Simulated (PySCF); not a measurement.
**One molecule, a ladder of functionals, a line**

Molecule: `[SiH3]N([SiH3])[SiH3]`, H9NSi3.

Mapped SMILES: `[SiH3:1][N:2]([SiH3:3])[SiH3:4]`; H(Xn) means a hydrogen on atom n.

GIAO shieldings (ppm, equivalent atoms averaged) in PySCF 2.14.0 with density-fitted response routines on the PBE0-D3(BJ)/def2-SVP geometry, basis pcSseg-2, gas phase, non-relativistic:

```tsv
functional	exact exchange (%)	σ(Si1/Si3/Si4)
BLYP	0	362.6
BP86	0	369.2
PBE	0	370.3
PBE0	25	386.7
mPW1PW91	25	385.7
BHandHLYP	50	390.4
HF	100	431.4
```

(1) Fit each shielding as a line in the percentage of exact exchange.

(2) What does the line predict for B3LYP (20 %), and what does the run give?

Answers

(1) σ(Si1/Si3/Si4) = 367.6 + 0.61 x (rms 4.2 ppm). The functionals also differ in their semilocal parts, which the line can't hold; Hartree–Fock has no correlation at all.

(2) σ(Si1/Si3/Si4): 379.8 predicted, 375.4 computed ppm.
